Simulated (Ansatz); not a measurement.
Stepwise reaction of `O[Si](O)([SiH3])Cl` with hydrogen, as a gas-phase model of exchange steps in deposition or etching. ΔE in kJ/mol; ΔG adds harmonic PBE0-D4 terms to CCSD(T)/CBS, at 1 bar.

Calculated with Ansatz (gas phase, PBE0-D4/def2-TZVP geometries, no zero-point term in ΔE). CCSD(T)/CBS adds triple-zeta CCSD(T) − MP2 to the extrapolated MP2 energy (def2 sets, frozen cores). This one scheme is used for every species. Functionals use def2-TZVPP. B3LYP here is the variant with VWN-RPA as its local correlation; programs differ in this. One conformer a species, not always the lowest.

```csv
step,reaction,PBE-D4,B3LYP-D4,ωB97M-V,CCSD(T)/CBS,ΔG(400 K)
1,`O[Si](O)([SiH3])Cl` + H₂ → `O[SiH]([SiH3])Cl` + H₂O,91.9,97.6,98.1,93.9,93.8
```

Problem. Give the row of step 2, `O[SiH]([SiH3])Cl` + H₂ → `[SiH3][SiH2]Cl` + H₂O. (Best estimate.)

Solution. The calculation gave: 
```json
{"step": "2", "reaction": "`O[SiH]([SiH3])Cl` + H₂ → `[SiH3][SiH2]Cl` + H₂O", "PBE-D4": "74.4", "B3LYP-D4": "80.6", "ωB97M-V": "80.2", "CCSD(T)/CBS": "76.6", "ΔG(400 K)": "76.1"}
```

Problem. By hand: ΔE of the 2 steps together at CCSD(T)/CBS.

Solution. (93.9) + (76.6) = 170.5 kJ/mol, or 85.2 kJ/mol a step.

In ΔE each step is lower than the one before. All are uphill at CCSD(T)/CBS. ΔG lies between 76.1 and 93.8 kJ/mol a step. PBE-D4 differs from CCSD(T)/CBS by -2.2 to -2.0 kJ/mol a step. Only this route is followed, and other bonds may react first. Isolated molecules leave out the surface, adducts and barriers. Largest T1 diagnostic: 0.012.
